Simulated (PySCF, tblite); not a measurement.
**Question.** What does the GFN2-xTB structure of `C=C=C=CC(=O)NC` look like in three dimensions?

**Answer.** 
```
atom  x, y, z in Å
C1     3.3967    0.7433    0.1061
C2     2.3596   -0.0231   -0.1174
C3     1.3847   -0.7866   -0.3424
C4     0.3295   -1.5378   -0.5687
C5    -1.0731   -1.0664   -0.4564
O6    -2.0208   -1.7922   -0.6885
N7    -1.2024    0.2283   -0.0783
C8    -2.4837    0.8630    0.0866
H9     4.4038    0.3694    0.0138
H10    3.2845    1.7771    0.3922
H11    0.4353   -2.5737   -0.8596
H12   -0.3687    0.7650    0.1045
H13   -2.6246    1.1934    1.1182
H14   -3.2455    0.1256   -0.1634
H15   -2.5797    1.7228   -0.5799
```

Any rigid rotation of these coordinates is as good. Atoms count from 1 in this order. The 8 heavy atoms lie in one plane (0.007 Å rms). N7 (amide nitrogen) is planar (angles 122.6°, 118.7° and 118.7°, sum 360.0°, 0.00 Å off the plane of its three neighbours). The C–C distances run from 1.259 Å (C2=C3, drawn double) to 1.484 Å (C4–C5, drawn single), a spread of 0.225 Å. Of the pairs four or more bonds apart, C3···H12 is among the closest relative to their van der Waals radii: 2.38 Å, 82 % of the sum of Bondi's values.

Bonds between heavy atoms (Å): C1=C2 1.309, C2=C3 1.259, C3=C4 1.315, C4–C5 1.484, C5=O6 1.216, C5–N7 1.355, N7–C8 1.439.

Computed geometry: GFN2-xTB, gas phase.

Its GFN2-xTB frequencies are all real (lowest 49 cm⁻¹). One conformer, not necessarily the lowest (C3–C4–C5–O6 179°, C4–C5–N7–C8 180°).
